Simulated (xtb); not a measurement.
xtb was given this input:
```
$ xtb mol.xyz --gfn 1 --uhf 1 --json

# file mol.xyz
7

C     -0.00961888     0.08558394    -1.20792711
Si     0.00693370     0.02337297     0.68442733
H     -0.03432110    -0.91899655    -1.62856536
H     -0.87992760     0.61839322    -1.58117006
H      0.87474746     0.58217174    -1.59770913
H     -1.21559465    -0.53605201     1.24797082
H      1.21573735    -0.58624162     1.22505378
```

Task: What dipole moment does GFN1-xTB in xtb 6.7.1 give?

Result: 1.22 D

Task: What total energy does GFN1-xTB give?

Result: -6.5682 Eh

Task: Estimate the partial charges in atom order that GFN1-xTB returns for this input.

Result: C1 -0.18, Si2 0.12, H3 0.06, H4 0.06, H5 0.06, H6 -0.06, H7 -0.06
